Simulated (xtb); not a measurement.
Br₂, SMILES BrBr. All values are semi-empirical tight-binding results from xtb (GFN2-xTB unless named), good for trends rather than for accurate numbers. Geometry: GFN2-xTB.

Optimised geometry:

Bond lengths (Å): Br1–Br2 2.281.

```yaml
point_group_as_xtb_finds_it: D∞h
orbital_gap: 2.59 eV
static polarisability (D4 model): 43.9 bohr³
solvation energy, GFN2-xTB/ALPB(water): 0.1 kcal/mol
solvation energy, GFN2-xTB/ALPB(thf): -2.2 kcal/mol
```

Computed atomic charges and the Wiberg bond orders between heavy atoms:
charges (e) Br1 0.00, Br2 0.00. Bond orders Br1–Br2 1.27.
